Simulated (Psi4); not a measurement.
Intermolecular potential of Cl2CrO2 ··· H2O (SMILES [O]=[Cr](=[O])([Cl])[Cl] and O), singlet. Monomers: optimised at B3LYP-D3(BJ) (def2-TZVP), held rigid. Orientation: lowest of the rigid-body minima from ten starts at GFN2-xTB. The monomers approach along the line of their centres of mass (distance R); nothing else relaxes.

- PBE/def2-TZVP, counterpoise-corrected (Psi4)
- PBE-D3(BJ)/def2-TZVP, counterpoise-corrected (Psi4)
- wB97M-V/def2-TZVP, counterpoise-corrected (Psi4)

Interaction energies in kJ/mol; the last columns give the difference from wB97M-V:

| R / Å | PBE/def2-TZVP | PBE-D3(BJ)/def2-TZVP | wB97M-V/def2-TZVP | PBE/def2-TZVP − wB97M-V/def2-TZVP | PBE-D3(BJ)/def2-TZVP − wB97M-V/def2-TZVP |
|---|---|---|---|---|---|
| 2.67 | 61.02 | 52.91 | 57.76 | 3.26 | -4.85 |
| 2.94 | 20.93 | 13.55 | 14.82 | 6.11 | -1.27 |
| 3.10 | 8.24 | 1.36 | 1.70 | 6.54 | -0.33 |
| 3.33 | -1.42 | -7.50 | -7.48 | 6.07 | -0.02 |
| 3.47 | -4.18 | -9.75 | -9.63 | 5.44 | -0.12 |
| 3.82 | -5.96 | -10.20 | -9.66 | 3.70 | -0.54 |
| 4.07 | -5.33 | -8.70 | -7.96 | 2.63 | -0.74 |
| 4.60 | -3.34 | -5.26 | -4.48 | 1.14 | -0.78 |
| 5.32 | -1.59 | -2.46 | -2.00 | 0.41 | -0.46 |
| 6.31 | -0.59 | -0.90 | -0.74 | 0.14 | -0.16 |
| 7.56 | -0.22 | -0.32 | -0.27 | 0.05 | -0.05 |

PBE/def2-TZVP is furthest from wB97M-V/def2-TZVP at 3.10 (6.54 kJ/mol, above); its mean absolute difference over the points is 3.23 kJ/mol.

PBE-D3(BJ)/def2-TZVP is furthest from wB97M-V/def2-TZVP at 2.67 (-4.85 kJ/mol, below); its mean absolute difference over the points is 0.85 kJ/mol.
